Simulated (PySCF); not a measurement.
## Computed properties of diarsenic (As₂), SMILES [As]#[As]

diarsenic (As2), SMILES [As]#[As]. Geometry: B3LYP-D3(BJ)/def2-TZVP. Other conformers were not sampled. All values are computed for the isolated molecule unless a solvent is named; none is compared with measurement here.

**Structure.** The optimised structure has D∞h symmetry. All 1 harmonic modes at B3LYP-D3(BJ)/def2-TZVP (PySCF) are real, so it is a minimum.

**Vibrations.** No mode carries more than 0.5 km/mol of infrared intensity. The softest mode is at 450 cm⁻¹ and the zero-point energy is 0.6 kcal/mol.

**Electronic structure.** HF/def2-TZVPD (PySCF) places the frontier levels at -9.25 and 0.17 eV, a gap of 9.42 eV, and gives a dipole moment of 0.00 D and a mean polarisability of 62.4 bohr³.

**Excitations.** TDA-CAM-B3LYP/def2-TZVPD (PySCF) has S1 at 2.74 eV (452 nm, f = 0.000, dark); the most intense of the 10 singlets computed lies at 7.03 eV (f = 0.38). Strengths of degenerate partners are summed. T1 (TDA) is at 1.95 eV, 0.79 eV under S1.
